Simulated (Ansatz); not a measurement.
`NC[SiH2]O` + `N[SiH2][AlH2]` → `O[SiH2]N[SiH2][AlH2]` + CH₃NH₂  (ligand exchange at the Si–C bond)

Program: Ansatz. Geometries: PBE0-D4/def2-TZVP. ΔE: electronic, gas phase. CCSD(T)/CBS is the MP2 limit (def2-TZVPP, def2-QZVPP) plus CCSD(T) − MP2 in def2-TZVPP, frozen cores. Functionals use def2-TZVPP. One conformer a species, not always the lowest.

`NC[SiH2]O`:

Z-matrix (Å, degrees):
```
C
Si 1 1.883
N 1 1.468 2 106.3
H 1 1.095 2 107.0 3 -115.4
H 1 1.099 2 113.3 3 127.2
O 2 1.646 1 106.4 3 47.0
H 2 1.485 1 112.7 3 166.2
H 2 1.493 1 108.9 3 -73.1
H 3 1.012 1 111.5 2 -167.9
H 3 1.013 1 110.6 2 73.3
H 6 0.965 2 110.3 1 -27.5
```

`N[SiH2][AlH2]`:

```xyz
9

N    -0.932   -1.197    0.710
Si   -0.577   -0.060   -0.545
Al    1.408    1.247    0.079
H    -0.174   -1.668    1.176
H    -1.733   -1.806    0.631
H    -1.775    0.815   -0.713
H    -0.369   -0.668   -1.904
H     1.771    2.603   -0.667
H     2.380    0.735    1.233
```

`O[SiH2]N[SiH2][AlH2]`:

```xyz
13

O     1.549   -0.716   -2.501
Si    0.626    0.505   -1.898
N    -0.343    0.050   -0.552
Si    0.202   -0.451    1.025
Al   -1.340    0.286    2.796
H     1.100   -1.515   -2.780
H    -0.325    1.024   -2.918
H     1.629    1.521   -1.510
H    -1.340    0.053   -0.709
H     1.564    0.133    1.199
H     0.399   -1.935    1.108
H    -0.924    0.249    4.330
H    -2.798    0.797    2.410
```

CH₃NH₂:

Z-matrix (Å, degrees):
```
C
N 1 1.453
H 1 1.092 2 109.4
H 1 1.100 2 115.4 3 -121.6
H 1 1.092 2 109.4 3 116.8
H 2 1.012 1 110.6 3 62.6
H 2 1.012 1 110.6 3 -179.3
```

| level | ΔE (kJ/mol) |
| --- | --- |
| PBE-D4 | -72.2 |
| ωB97M-V | -77.3 |
| CCSD(T)/def2-TZVPP | -81.5 |
| SCS-MP2/def2-QZVPP | -85.2 |

Q: What does CCSD(T)/CBS give? (Estimate.)

A: Ansatz gave: -81.5 kJ/mol. The listed levels differ from it by 9.3, 4.2, 0.0, -3.7 kJ/mol.

Largest T1 diagnostic among the species: 0.012.

From PBE to PBE0 (25 % exact exchange), in def2-TZVPP and without D4, ΔE moves by −3.3 kJ/mol. In def2-TZVPP, CCSD(T) changes the Hartree–Fock value by +9.4 kJ/mol (the triples alone add +0.9 kJ/mol) and MP2 by +7.7 kJ/mol.
